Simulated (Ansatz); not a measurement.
C2H5ClO2Si, SMILES `O=CC(Cl)O[SiH3]` at its PBE0-D4/def2-TZVP geometry, where that method's forces vanish. Total charge 0; spin multiplicity 1.

```xyz
11

O     0.1942    0.4257   -3.0214
C     0.6559    0.0493   -1.9864
C    -0.1861   -0.2181   -0.7532
Cl   -0.2609   -2.0247   -0.6286
O     0.4184    0.3469    0.3320
Si   -0.2095    0.3476    1.8776
H     1.7376   -0.1358   -1.8321
H    -1.2177    0.1087   -0.9051
H    -1.6710    0.6025    1.7972
H     0.0443   -0.9482    2.5480
H     0.4947    1.4462    2.5719
```

What forces (eV/Å) does B3LYP-D4/def2-TZVPP give on these atoms in the Gaussian-basis code of Ansatz? (Best estimate.)

Computed: 
```
O1  -0.097  0.095 -0.267
C2   0.218 -0.037  0.139
C3  -0.198  0.234 -0.238
Cl4 -0.040 -0.446  0.034
O5   0.099  0.111  0.169
Si6 -0.031  0.042  0.228
H7  -0.059  0.012 -0.013
H8   0.087 -0.011  0.018
H9   0.094 -0.019  0.008
H10 -0.022  0.093 -0.041
H11 -0.051 -0.073 -0.036
```

B3LYP here is the variant with VWN-RPA as its local correlation; programs differ in this.
